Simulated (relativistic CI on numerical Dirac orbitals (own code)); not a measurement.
**How well does a small relativistic CI reproduce Cr⁵⁺?**

Calculated at this level of theory: Dirac-Coulomb-Breit CI, KLI orbitals optimised for each configuration, model QED, valence Slater integrals scaled by 0.9, configuration energies shifted to the measured levels that pair with them (semi-empirical) (own radial code, finite nucleus).

Configuration list (outside the closed core [Ne]): 3s2 3p6 3d, 3s2 3p6 4s, 3s2 3p6 4p, 3s2 3p5 3d2, 3s2 3p6 4d, 3s2 3p6 5s, 3s2 3p6 4f, 3s2 3p6 5p, 3s2 3p6 5d, 3s2 3p6 6s, 3s2 3p6 5f, 3s2 3p6 5g, 3s2 3p6 6p, 3s2 3p5 3d 4s, 3s2 3p6 6f, 3s2 3p4 3d3, 3s 3p6 3d2, 3p6 3d3, 3s2 3p5 3d 4p, 3s 3p5 3d3, 3s2 3p5 3d 4d, 3s2 3p5 3d 5s, 3s2 3p5 3d 4f. Levels of other configurations are missing.

```
Configuration  Term (tabulated)    J  Measured (cm⁻¹)  Computed  Error  Purity (%)
   3s2 3p6 3d                2D  3/2              0.0         0      0          97
   3s2 3p6 3d                2D  5/2            940.0       905    -35          97
   3s2 3p6 4s                2S  1/2         227857.9    227858      0          99
   3s2 3p6 4p               2P°  1/2         296573.2    296602     29          99
   3s2 3p6 4p               2P°  3/2         298396.7    298368    -29          99
   3s2 3p6 4d                2D  3/2         402661.7    402661      0          99
   3s2 3p6 4d                2D  5/2         402888.6    402888      0          99
   3s2 3p6 5s                2S  1/2         461253.0    461253      0         100
   3s2 3p6 4f               2F°  5/2         481956.0    481871    -85          80
   3s2 3p6 4f               2F°  7/2         482517.1    482616     99          77
   3s2 3p6 5p               2P°  1/2         487589.5    487687     98          76
   3s2 3p6 5p               2P°  3/2         488561.9    488464    -98          80
   3s2 3p6 5d                2D  3/2         534381.7    534383      1          99
   3s2 3p6 5d                2D  5/2         534489.7    534488     -2          99
   3s2 3p6 6s                2S  1/2         562064.1    562064      0         100
   3s2 3p6 5f               2F°  5/2         568957.4    568950     -8          98
   3s2 3p6 5f               2F°  7/2         568993.0    569000      7          98
   3s2 3p6 5g                2G  7/2         572272.3    572272      0         100
   3s2 3p6 5g                2G  9/2         572274.4    572275      0         100
   3s2 3p6 6p               2P°  1/2         574135.0    574258    123          57
   3s2 3p6 6p               2P°  3/2         575742.0    575556   -186          82
3s2 3p5 3d 4s               2P°  1/2         578566.0    578686    120          56
3s2 3p5 3d 4s               2P°  3/2         580697.0    581094    397          79
3s2 3p5 3d 4s               4F°  7/2         584371.0    583405   -966          96
3s2 3p5 3d 4s               4F°  5/2         586273.0    585359   -914          95
3s2 3p5 3d 4s               2F°  7/2         591137.0    590475   -662          97
3s2 3p5 3d 4s               2F°  5/2         594926.0    594399   -527          93
3s2 3p5 3d 4s               4D°  7/2         607615.0    607540    -75          85
3s2 3p5 3d 4s               4D°  5/2         608631.0    608943    312          81
3s2 3p5 3d 4s               4D°  3/2         609166.0    609686    520          83
3s2 3p5 3d 4s               2D°  5/2         610497.0    611698   1201          77
3s2 3p5 3d 4s               2D°  3/2         611568.0    612991   1423          83
3s2 3p5 3d 4s               2F°  7/2         616079.0    615775   -304          73
3s2 3p5 3d 4s             2D° †  5/2         618491.0    619635   1144          62
   3s2 3p6 6f               2F°  5/2         618583.0    618497    -86          79
   3s2 3p6 6f               2F°  7/2         618849.0    618914     65          86
3s2 3p5 3d 4s             2D° †  3/2         619419.0    618798   -621          98
```

Measured levels from Sugar and Corliss, J. Phys. Chem. Ref. Data 6, 317 (1977); pairs were made by configuration, J and term (by order where the table uses no LS term), so strongly mixed levels may be paired wrongly.

Mean error by configuration (cm⁻¹): 3s2 3p6 3d -35; 3s2 3p6 4s 0; 3s2 3p6 4p 0; 3s2 3p6 4d 0; 3s2 3p6 5s 0; 3s2 3p6 4f 7; 3s2 3p6 5p 0; 3s2 3p6 5d 0; 3s2 3p6 6s 0; 3s2 3p6 5f 0; 3s2 3p6 5g 0; 3s2 3p6 6p -32; 3s2 3p5 3d 4s 44; 3s2 3p6 6f -11. Over the excited levels the mean absolute error is 246 cm⁻¹ (36 of the 51 excited levels that our extract of the source holds in range could be paired, and the others can miss by more), and the median relative error of those above 1,000 cm⁻¹ is 0.018 %, both after the shifts were fitted to these levels, so that a configuration with one level shows no error. † marks terms whose computed intervals miss the measured ones by more than a factor of 2.5, or configurations far off the rest, from wrong mixing, a near crossing or a doubtful label or measurement; they are left out of the means.

Configurations whose levels could be paired with our table of measured levels were shifted onto them, all but the ground configuration, by the median error of their levels; single terms can still be off by 1,000 to 2,000 cm⁻¹ or more, and rates follow the energies as ν³ (E1, M1) or ν⁵ (E2). The others borrow a shift and can be off by several thousand cm⁻¹ or more. 36 of the 51 excited levels that our extract of the measured tables holds in this range could be paired (the sources list more); they are missed by 282 cm⁻¹ on average and 1423 at most, after the shifts were fitted to these levels, and levels without a partner can miss by more.

Shifts applied (cm⁻¹): 3s2 3p6 3d 0; 3s2 3p6 4s -27040; 3s2 3p6 4p -27346; 3s2 3p6 4d -27909; 3s2 3p6 5s -27245; 3s2 3p6 4f -33055; 3s2 3p6 5p -27475; 3s2 3p6 5d -27692; 3s2 3p6 6s -26549; 3s2 3p6 5f -30329; 3s2 3p6 5g -28234; 3s2 3p6 6p -26903; 3s2 3p5 3d 4s -30871; 3s2 3p6 6f -29419.
